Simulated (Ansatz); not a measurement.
System: methyltin tribromide, CH3Br3Sn, net charge 0, singlet state. 
Coordinates optimised at B3LYP-D3(BJ)/def2-TZVP (Ansatz, an electronic-structure program):
```
Sn
C 1 2.1397
H 2 1.0872 1 108.06
H 2 1.0872 3 110.85 1 -118.23
H 2 1.0872 3 110.85 4 -123.54
Br 1 2.4876 2 111.25 3 -60.00
Br 1 2.4876 2 111.25 3 60.00
Br 1 2.4876 2 111.25 3 180.00
```

Basis-set convergence of Hartree-Fock and CCSD(T) correlation energies (hartree) with Ansatz. Correlated levels leave the core frozen unless marked. No spin-orbit coupling. The frozen core is the preceding noble-gas configuration, with the filled d and f shells of earlier blocks. In def2 rows, elements after Kr have scalar-relativistic effective core potentials.

| basis | functions | E(HF) | E(corr, CCSD(T)) |
|---|---|---|---|
| def2-SVP | 151 | -7969.39456 | -0.64341 |
| def2-TZVPP | 267 | -7970.39997 | -0.84247 |
| def2-QZVPP | 496 | -7970.55254 | -0.91617 |

Extrapolating the two largest sets (X = 3 and 4) as X^-3: E(corr) = (64·(-0.91617) - 27·(-0.84247))/37 = -0.9700 Eh, an estimate of the basis-set limit. The largest set recovers 94.5 % of it, the smallest 66.3 %.
